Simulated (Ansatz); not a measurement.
Basis sets compared for Sn3O4 (the lowest singlet isomer of a short search). The state is a singlet with charge 0. Geometry r2SCAN-D4/def2-SVP. Ansatz on 4 threads of Arm Neoverse V2 on a shared host; times are rough, and most runs start from earlier orbitals.

```tsv
atom	x (Å)	y (Å)	z (Å)
Sn1	0.6695	1.8115	1.4998
Sn2	1.2012	-1.6990	0.2031
Sn3	-1.6424	0.5057	-1.1905
O4	0.0484	-0.8857	-1.5000
O5	-0.8071	1.7164	0.1542
O6	1.4349	-0.0191	1.2494
O7	-0.9045	-1.4299	-0.4161
```

In the def2 sets Sn takes a core potential; there is no spin–orbit coupling. The structure holds one bond between oxygen atoms, so isomers without such links may lie far lower. The restricted singlet is unstable towards broken spin symmetry in Hartree–Fock (as tested in another run); at PBE-D4/def2-SVP, PBE-D4/def2-TZVP, PBE0-D4/def2-SVP, PBE0-D4/def2-TZVP this wasn't settled. The structure comes from a short search, and lower isomers may exist.

Binding counts from free atoms (Sn triplet, O triplet) in the same basis, without a counterpoise term.

```tsv
level	functions	energy (Eh)	HOMO (eV)	LUMO (eV)	binding per atom (eV)	wall time
PBE-D4/def2-SVP	134	-943.3652	-5.36	-2.79	3.79	1.5 s
PBE0-D4/def2-SVP	134	-943.3426	-6.82	-2.09	3.42	2.2 s
```

Q: Estimate the rows for PBE-D4/def2-TZVP (with forces), PBE0-D4/def2-TZVP.

A: 
```
                         level  functions  energy (Eh)  HOMO (eV)  LUMO (eV)  binding per atom (eV)  wall time
PBE-D4/def2-TZVP (with forces)        274    -943.7736      -5.56      -2.84                   3.84      4.1 s
             PBE0-D4/def2-TZVP        274    -943.7493      -6.89      -2.13                   3.49        8 s
```
